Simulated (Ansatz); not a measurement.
A relaxation, step by step

ZnH3OF, singlet, PBE0-D4/def2-TZVP (Ansatz 0.2.0). Settings:

```yaml
hamiltonian: {xc: pbe0, dispersion: d4}
relax: {f_tol: 0.005, max_steps: 200}
```

Start, a step off a saddle point along its unstable mode:

Zn1  (0.073, -0.084, -0.286)
H2  (-0.319, 1.310, 1.043)
O3  (0.199, -1.867, -0.423)
H4  (-0.197, 1.575, 0.480)
F5  (0.194, 1.509, -1.132)
H6  (0.050, -2.443, 0.318)
(Å)

```
              step  energy less the last (meV)  largest force component (eV/Å)
                 1                      1016.3                           6.739
                 2                       339.4                           0.880
                 3                       154.5                           0.835
                 4                        69.4                           1.150
                 5                         4.5                           0.167
6 (rejected trial)                         6.1                           0.281
                 7                         1.1                           0.043
                 8                         0.2                           0.021
                 9                         0.1                           0.011
                10                         0.0                           0.018
                11                         0.0                           0.003
```

Step 3, positions (Å) and forces (eV/Å):

```json
{"atom": "Zn1", "x": "0.146", "y": "-0.098", "z": "-0.586", "Fx": "0.147", "Fy": "-0.110", "Fz": "-0.585"}
{"atom": "H2", "x": "-0.372", "y": "1.163", "z": "1.294", "Fx": "0.115", "Fy": "0.387", "Fz": "-0.556"}
{"atom": "O3", "x": "0.197", "y": "-1.871", "z": "-0.416", "Fx": "-0.133", "Fy": "0.063", "Fz": "0.537"}
{"atom": "H4", "x": "-0.236", "y": "1.576", "z": "0.642", "Fx": "-0.188", "Fy": "-0.274", "Fz": "0.835"}
{"atom": "F5", "x": "0.254", "y": "1.501", "z": "-1.380", "Fx": "-0.032", "Fy": "-0.414", "Fz": "0.223"}
{"atom": "H6", "x": "0.011", "y": "-2.271", "z": "0.446", "Fx": "0.091", "Fy": "0.347", "Fz": "-0.454"}
```

Step 7, positions (Å) and forces (eV/Å):

```csv
atom,x,y,z,Fx,Fy,Fz
Zn1,0.233,-0.222,-0.919,0.000,-0.023,0.004
H2,-0.423,1.178,1.507,0.009,0.029,-0.043
O3,0.207,-1.915,-0.434,-0.009,-0.012,0.038
H4,-0.309,1.646,0.930,-0.008,-0.038,0.042
F5,0.304,1.393,-1.570,-0.001,0.010,0.001
H6,-0.012,-2.080,0.486,0.009,0.033,-0.042
```

Step 9, positions (Å) and forces (eV/Å):

```json
{"atom": "Zn1", "x": "0.234", "y": "-0.204", "z": "-0.930", "Fx": "0.000", "Fy": "0.009", "Fz": "-0.003"}
{"atom": "H2", "x": "-0.413", "y": "1.101", "z": "1.484", "Fx": "-0.001", "Fy": "-0.006", "Fz": "0.004"}
{"atom": "O3", "x": "0.199", "y": "-1.886", "z": "-0.406", "Fx": "-0.001", "Fy": "0.010", "Fz": "0.002"}
{"atom": "H4", "x": "-0.307", "y": "1.597", "z": "0.932", "Fx": "0.000", "Fy": "0.005", "Fz": "-0.003"}
{"atom": "F5", "x": "0.310", "y": "1.405", "z": "-1.598", "Fx": "0.001", "Fy": "-0.011", "Fz": "0.000"}
{"atom": "H6", "x": "-0.023", "y": "-2.012", "z": "0.518", "Fx": "0.000", "Fy": "-0.007", "Fz": "0.000"}
```

Last step (11):

Zn1  (0.234, -0.196, -0.929)
H2  (-0.409, 1.074, 1.474)
O3  (0.197, -1.875, -0.397)
H4  (-0.308, 1.588, 0.937)
F5  (0.312, 1.407, -1.612)
H6  (-0.027, -1.999, 0.527)
(Å)

The run took about 16 s on 4 CPU threads of an Arm Neoverse V1 (shared host).
